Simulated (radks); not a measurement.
Isoelectronic series with 11 electrons, each ion in its NIST ground configuration. Method: Dirac Kohn-Sham, LDA (Slater exchange, Perdew-Wang correlation), spin-unpolarised, spherical densities, finite nucleus; Fermi nuclear charge, rms radius of each element as measured or else 0.836 A^(1/3) + 0.57 fm; computed with a radial shooting solver on a logarithmic mesh with Libxc functionals. Total energies (hartree) and orbital eigenvalues (eV) (* marks an orbital that is empty in some or all of the ions):

| ion | configuration | E (hartree) | 3d3/2* | 3p3/2* | 3p1/2* | 3s1/2 | 2p3/2 | 2p1/2 | 2s1/2 |
|---|---|---|---|---|---|---|---|---|---|
| Si3+ | [Ne] 3s1 | -286.68777 | -19.8924 | -31.0048 | -31.0719 | -39.6881 | -131.8612 | -132.5147 | -175.1382 |
| Cl6+ | [Ne] 3s1 | -449.26359 | -70.3833 | -91.1033 | -91.3672 | -106.1032 | -298.5238 | -300.2574 | -358.5302 |
| Ca9+ | [Ne] 3s1 | -649.52267 | -149.3736 | -179.1548 | -179.8458 | -200.6225 | -527.0670 | -530.8651 | -605.0322 |
| V12+ | [Ne] 3s1 | -887.71650 | -256.2334 | -294.8026 | -296.2786 | -323.1008 | -817.1854 | -824.5088 | -914.7920 |
| Fe15+ | [Ne] 3s1 | -1164.16404 | -390.7383 | -437.9577 | -440.7346 | -473.6428 | -1168.819 | -1181.707 | -1288.341 |
| Cu18+ | [Ne] 3s1 | -1479.24525 | -552.8218 | -608.6224 | -613.4059 | -652.4630 | -1582.001 | -1603.181 | -1726.425 |
| Ge21+ | [Ne] 3s1 | -1833.40102 | -742.4917 | -806.8437 | -814.5624 | -859.8492 | -2056.817 | -2089.817 | -2229.966 |
| Br24+ | [Ne] 3s1 | -2227.13701 | -959.7984 | -1032.697 | -1044.538 | -1096.152 | -2593.390 | -2642.662 | -2800.046 |
| Sr27+ | [Ne] 3s1 | -2661.02539 | -1204.821 | -1286.277 | -1303.728 | -1361.781 | -3191.871 | -3262.927 | -3437.916 |
| Nb30+ | [Ne] 3s1 | -3135.70931 | -1477.661 | -1567.700 | -1592.585 | -1657.205 | -3852.437 | -3951.990 | -4144.998 |
| Ru33+ | [Ne] 3s1 | -3651.90862 | -1778.440 | -1877.095 | -1911.625 | -1982.956 | -4575.293 | -4711.415 | -4922.899 |
| Ag36+ | [Ne] 3s1 | -4210.43265 | -2107.294 | -2214.608 | -2261.433 | -2339.636 | -5360.664 | -5542.960 | -5773.433 |
| Sn39+ | [Ne] 3s1 | -4812.17334 | -2464.380 | -2580.401 | -2642.660 | -2727.913 | -6208.801 | -6448.601 | -6698.622 |
| I42+ | [Ne] 3s1 | -5458.12868 | -2849.866 | -2974.650 | -3056.040 | -3148.539 | -7119.977 | -7430.548 | -7700.736 |
| Ba45+ | [Ne] 3s1 | -6149.4057 | -3263.940 | -3397.548 | -3502.386 | -3602.347 | -8094.490 | -8491.275 | -8782.308 |
| Pr48+ | [Ne] 3s1 | -6887.2377 | -3706.805 | -3849.300 | -3982.608 | -4090.270 | -9132.660 | -9633.546 | -9946.172 |
